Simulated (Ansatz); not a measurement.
System: C₂H₁₀NSi₂, net charge 0, doublet state. It need not be the lowest isomer of its formula. SMILES: [SiH](C)([CH2])N[SiH3]
Structure (B3LYP-D3(BJ)/def2-TZVP (Ansatz, a first-principles code) minimum search):
```
Si
N 1 1.7353
H 2 1.0104 1 115.67
Si 2 1.7278 3 114.56 1 177.68
H 4 1.4817 2 107.69 3 1.28
H 4 1.4837 5 108.96 2 -121.75
H 4 1.4843 5 108.94 6 -116.17
H 1 1.4878 2 111.25 3 64.97
C 1 1.8443 8 106.98 2 120.54
H 9 1.0851 1 123.00 8 24.52
H 9 1.0854 10 114.45 1 -178.34
C 1 1.8745 8 108.75 2 -117.99
H 12 1.0915 1 110.14 8 -58.28
H 12 1.0916 13 107.94 1 121.80
H 12 1.0927 13 107.78 14 116.85
```
Charge 0, spin multiplicity 2.

Quantity: atomisation energy (electronic, to ground-state atoms), in kcal/mol. Cores are frozen in the correlated levels unless marked. UHF or UKS for open shells. Spin-orbit coupling is left out. Non-relativistic unless marked X2C. The coupled-cluster limit lacks core correlation, which all-electron functionals hold. CBS marks a two-point X^-3 extrapolation of the correlation energy; Hartree-Fock from the larger set.

| level | program | atomisation energy (kcal/mol) | minus last row |
|---|---|---|---|
| SVWN5/def2-TZVPD | Ansatz | 1386.7 | 140.9 |
| B3LYP-D4/def2-TZVPD | Ansatz + dftd4 | 1247.1 | 1.3 |
| PBE0/STO-3G | Ansatz | 1517.6 | 271.8 |
| r2SCAN0/def2-TZVPD | Ansatz | 1232.9 | -12.9 |
| B2PLYP-D3(BJ)/def2-TZVPD | Ansatz + dftd3 | 1232.7 | -13.1 |
| SCS-MP2/6-31G* | Ansatz | 1104.5 | -141.3 |
| SCS-MP2/cc-pV(D+d)Z | Ansatz | 1145.5 | -100.3 |
| CCSD/6-31G* | Ansatz | 1095.5 | -150.3 |
| X2C-CCSD(T)/cc-pVTZ-DK | Ansatz | 1204.7 | -41.1 |
| CCSD(T)/CBS(cc-pV(T+d)Z,cc-pV(Q+d)Z) | Ansatz | 1245.8 | 0.0 |
